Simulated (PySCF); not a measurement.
PySCF 2.14 output of an unrestricted PBE0 calculation on a single atom or ion in dyall-av3z (19s12p3d2f, 84 functions), with scalar relativity by spin-free X2C-1e:

```
SCF conv_tol = 1e-09
number electrons alpha = 9  beta = 6
    C. Adamo and V. Barone.,  J. Chem. Phys. 110, 6158 (1999)
    M. Ernzerhof and G. E. Scuseria.,  J. Chem. Phys. 110, 5029 (1999)
cycle= 1 E= -341.672719921523  delta_E= -0.0102  |g|= 0.0197  |ddm|= 0.125
cycle= 2 E= -341.673165986009  delta_E= -0.000446  |g|= 0.00735  |ddm|= 0.0383
cycle= 3 E= -341.673217273455  delta_E= -5.13e-05  |g|= 0.00366  |ddm|= 0.0116
cycle= 4 E= -341.673225258969  delta_E= -7.99e-06  |g|= 0.000661  |ddm|= 0.00423
cycle= 5 E= -341.673225974916  delta_E= -7.16e-07  |g|= 7.13e-05  |ddm|= 0.00175
cycle= 6 E= -341.673225982175  delta_E= -7.26e-09  |g|= 7.03e-06  |ddm|= 0.000157
cycle= 7 E= -341.673225982234  delta_E= -5.9e-11  |g|= 2.76e-07  |ddm|= 1.13e-05
converged SCF energy = -341.673225982234  <S^2> = 3.7598022  2S+1 = 4.0048981
```

The run itself started from symmetry-adapted Hartree-Fock orbitals and held the occupation by maximum overlap, on a logarithmic radial grid, so the iterations belong to that start.

Task: Which element, charge and spin multiplicity is this?

Result: P (phosphorus, neutral), multiplicity 4; the state was [Ne] 3s1 3p4, high-spin 4P determinant (an excited configuration).
